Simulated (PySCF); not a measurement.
Fill in the blanks.

Ga(H2S)H3.
SMILES: `[H][Ga]([H])([H])<-[SH2]`

```csv
property,level,value
point group,PBE0-D3(BJ)/def2-SVP,Cs
"rotational constants A, B, C",PBE0-D3(BJ)/def2-SVP,?
dipole moment,PBE0/def2-SVPD,?
HOMO energy,PBE0/def2-SVPD,?
LUMO energy,PBE0/def2-SVPD,?
lowest singlet excitation,TDDFT PBE0/def2-SVPD,?
strongest line among the 15 lowest singlet transitions,TDDFT PBE0/def2-SVPD,"S11 at 8.01 eV (155 nm, f = 0.430)"
lowest triplet excitation (Tamm–Dancoff),TDA PBE0/def2-SVPD,?
static isotropic polarisability,PBE0/def2-SVPD,59.8 au
electronic spatial extent ⟨r²⟩ about the centre of nuclear charge,PBE0/def2-SVPD,412 bohr²
1H chemical shifts (computed TMS as zero) by class,GIAO B3LYP/pcSseg-1 (pcSseg-2 on Ga),"4.70 (3 H), 2.05 (2 H) ppm"
"isotropic shieldings of nuclei other than C and H, by class",GIAO B3LYP/pcSseg-1 (pcSseg-2 on Ga),?
```

Gas-phase values; electronic properties from PySCF, density fitting. Isolated species at its PBE0-D3(BJ)/def2-SVP geometry, gas phase. Relativistic effects, spin–orbit coupling among them, are left out although an element past zinc is present. Atoms bound to Ga lack the heavy atom's spin–orbit term in their shielding, so their NMR values are less reliable.

(1) What is the lowest singlet excitation?

(2) Give the dipole moment.

(3) The LUMO energy?

(4) The isotropic shieldings of nuclei other than C and H, by class?

(5) Give the lowest triplet excitation (Tamm–Dancoff).

(6) What are the rotational constants A, B, C?

(7) Give the HOMO energy.

Results:

(1) 6.05 eV (205 nm, f = 0.002).

(2) 3.19 D.

(3) -0.68 eV.

(4) 657 (1 S), 1467 (1 Ga) ppm.

(5) 5.71 eV.

(6) 46.182, 3.017, 3.010 GHz.

(7) -7.88 eV.

With B = h/(8π²I), that is 505.379 GHz u Å² over I, the principal moments of inertia are 10.9, 167.5 and 167.9 u Å² (most abundant isotopes). The rotational constants make it an asymmetric top with κ = (2B − A − C)/(A − C) = -1.00, nearer the prolate limit (−1). The polarisability is 8.86 Å³ as a volume (1 au = 0.148185 Å³), or 1.15 au for each of the 52 electrons. The principal polarisabilities are 55.5, 56.1 and 67.7 au; their mean is the isotropic value. In atomic units the dipole is 1.26 e·bohr (1 au = 2.5417 D). A dipole of 3.19 D is allowed in Cs, and pure rotational transitions are dipole-allowed.
